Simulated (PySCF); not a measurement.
# Potential energy of SiSe⁺ along the bond

Set-up: Si def2-TZVPPD, Se def2-TZVPPD; no relativity (PySCF 2.14). Energies in eV from Si⁺ + Se in their ground configurations at the same level. State: ²Π (doublet), unpaired electrons π ↑.

All columns are PBE0. A positive dipole points towards Se; it is taken about the centre of mass and depends on that origin.

```csv
R (Å),E (eV),μ (D),Mulliken charge on Si (basis-dependent),HOMO (eV),LUMO (eV),Mayer bond order,⟨S²⟩
1.901,-2.660,-2.32,0.62,-14.29,-12.97,1.77,0.75
1.989,-3.345,-2.80,0.67,-14.35,-12.59,1.71,0.75
2.077,-3.719,-3.29,0.71,-14.38,-12.24,1.67,0.75
2.144,-3.849,-3.67,0.73,-14.38,-12.00,1.65,0.76
2.210,-3.884,-4.05,0.74,-14.13,-11.77,1.63,0.76
2.276,-3.845,-4.42,0.76,-13.89,-11.56,1.62,0.76
2.365,-3.709,-4.91,0.77,-13.59,-11.30,1.61,0.76
2.475,-3.448,-5.49,0.78,-13.24,-11.01,1.60,0.77
2.608,-3.061,-6.09,0.79,-12.85,-10.73,1.57,0.81
2.785,-2.518,-6.42,0.76,-12.43,-10.44,1.47,1.02
```

A fit through these points gives, at Re = 2.205 Å, μ = -4.02 D and dμ/dR = -5.69 D/Å; the reduced mass is 20.72 u.

Problem. How strong is the fundamental in the double-harmonic approximation, I = 42.26·(dμ/dR)²/μred km/mol?

Solution. I = 42.26·(-5.69)²/20.72 = 66.0 km/mol at PBE0.

⟨S²⟩ of the unrestricted solution departs from its pure value on part of the curve, where spin states mix. Spin–orbit coupling is left out. For an ion De counts to the pair picked by the measured ionisation energies or electron affinities, which need not be the lowest pair at this level. The state is the lowest determinant that a PBE0 search found; another state may lie lower at other levels.
